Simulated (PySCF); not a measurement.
**Mayer bond orders and bond lengths**

Compound: H11NOSi4.
Atom-mapped SMILES: `[OH:1][SiH2:2][SiH2:3][NH:4][SiH2:5][SiH3:6]` (hydrogens: H7 on O1; H8, H9 on Si2; H10, H11 on Si3; H12 on N4; H13, H14 on Si5; H15, H16, H17 on Si6)

Geometry (GFN2-xTB, Å), atoms numbered from 1 in this order:
```xyz
17
H11NOSi4 angstrom
O      3.2131   -0.8451   -0.5476
Si     2.3164    0.5033   -0.7662
Si     0.9967    0.5833    1.1107
N     -0.1662   -0.7046    1.1261
Si    -1.8966   -0.6619    0.9790
Si    -2.5339    0.2064   -1.0603
H      3.8942   -1.1117   -1.1600
H      1.6367    0.3949   -2.0691
H      3.2328    1.6448   -0.9218
H      0.1832    1.8072    1.1389
H      1.7240    0.5215    2.3916
H      0.2391   -1.6252    1.1717
H     -2.2987   -2.0625    1.1866
H     -2.4180    0.1074    2.1206
H     -2.3458    1.6582   -1.1738
H     -3.9590   -0.0330   -1.3255
H     -1.8250   -0.3707   -2.2107
```

Bond orders from the PBE0/pcSseg-1 density (PySCF). Isolated species at its GFN2-xTB geometry (one conformer only). GFN2-xTB frequencies show an imaginary mode (26i cm⁻¹), so this geometry is no minimum at that level.

Q: How far do the computed orders between heavy atoms stray from the drawn ones?

A: The largest departure is 0.103, at Si2–Si3 (drawn single, 0.897) and Si5–Si6 (drawn single, 0.899).

Q: Give the Mayer order of every bond between heavy atoms, beside its length.

A: 
```
   bond  drawn as  length (Å)  Mayer order
 O1–Si2    single       1.634        0.996
Si2–Si3    single       2.296        0.897
 Si3–N4    single       1.735        0.918
 N4–Si5    single       1.737        0.932
Si5–Si6    single       2.306        0.899
```

Q: And the bonds to hydrogen?

A: H–O: 0.93 (1 bond); H–Si: 0.88 to 0.94 (9 bonds); H–N: 0.93 (1 bond).

Q: Sum the orders of all bonds at each heavy atom with more than one neighbour and set the sums beside the valence in the SMILES.

A: O1 1.927 (drawn 2), Si2 3.677 (drawn 4), Si3 3.667 (drawn 4), N4 2.775 (drawn 3), Si5 3.686 (drawn 4), Si6 3.689 (drawn 4). Orders between atoms that aren't bonded are not in these sums.

For a closed shell the Mayer order of atoms A and B is Σ (PS)μν (PS)νμ over the basis functions μ on A and ν on B, with P the density and S the overlap matrix.

These values come from a run that also computed NMR shieldings. On one thread of an Arm Neoverse V1, on a shared host, this took 33 s wall and 0.89 GiB of memory at its peak.
